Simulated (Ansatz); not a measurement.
Isolated molecules relaxed with PBE0-D4/def2-TZVP in Ansatz; ΔE leaves out vibrations. CCSD(T)/CBS is the MP2 limit (def2-TZVPP, def2-QZVPP) plus CCSD(T) − MP2 in def2-TZVPP, frozen cores. This one scheme is used for every species, atoms too. For atomizations the MP2-based limit and the directly extrapolated one differ by several kJ/mol either way, and by 10 to 25 for some Ge, Se and Sn compounds, so smaller differences from it don't rank the levels. DFT in def2-TZVPP. HSE06 is defined as in plane-wave codes. No spin–orbit coupling; open shells (•) take unrestricted orbitals. Spin–orbit coupling would lower the free atoms: a little for C, Cl; clearly for Ga. For Ga outer-core shells are correlated without core-valence functions, so the limit isn't a true one: a few kJ/mol of doubt a bond, and 10 to 20 or more in all where bonds break to atoms. Scalar relativity is left out up to krypton. One conformer a species, not always the lowest.

Consider the atomization: `C[N](C)[Ga]([Cl])[N](C)C` → 4 C• + Cl• + Ga• + 12 H• + 2 N•.

`C[N](C)[Ga]([Cl])[N](C)C`:

Cartesian coordinates in Å:
```
C -1.604 -1.247 0.993
N -1.391 -0.781 -0.352
C -2.344 -1.314 -1.293
Ga -0.075 0.358 -0.851
Cl -0.250 1.189 -2.828
N 1.370 0.885 0.104
C 1.809 0.270 1.330
C 2.202 1.987 -0.307
H -0.934 -0.752 1.699
H -1.447 -2.333 1.084
H -2.632 -1.040 1.322
H -3.373 -1.060 -1.003
H -2.170 -0.911 -2.293
H -2.281 -2.410 -1.354
H 1.736 0.957 2.186
H 2.860 -0.044 1.256
H 1.223 -0.620 1.563
H 3.246 1.667 -0.441
H 1.857 2.403 -1.255
H 2.200 2.795 0.439
```

CCSD(T)/CBS gives +7352.0 kJ/mol.

Problem. Another level gave +7358.6 kJ/mol. Which?
A. SCS-MP2/def2-TZVPP
B. PBE0/def2-TZVPP
C. HSE06/def2-TZVPP
D. ωB97M-V/def2-TZVPP

Solution. D. ωB97M-V 7358.6, HSE06 7342.5, SCS-MP2/def2-TZVPP 7252.3, PBE0 7334.7 kJ/mol.

Largest T1 diagnostic among the species: 0.013.

From r2SCAN to r2SCAN0 (25 % exact exchange), in def2-TZVPP and without D4, ΔE moves by −92.5 kJ/mol: exact exchange takes away binding that semilocal exchange gives to molecules. At CCSD(T), def2-SVP lies −353.9 kJ/mol from the extrapolated value and def2-TZVPP −177.6 kJ/mol: correlation converges slowly with the basis, and small sets miss more of it in the bonded molecule than in its fragments. In def2-TZVPP, CCSD(T) changes the Hartree–Fock value by +1882.5 kJ/mol (the triples alone add +108.1 kJ/mol) and MP2 by +1979.5 kJ/mol; breaking electron pairs costs correlation energy, which Hartree–Fock lacks.
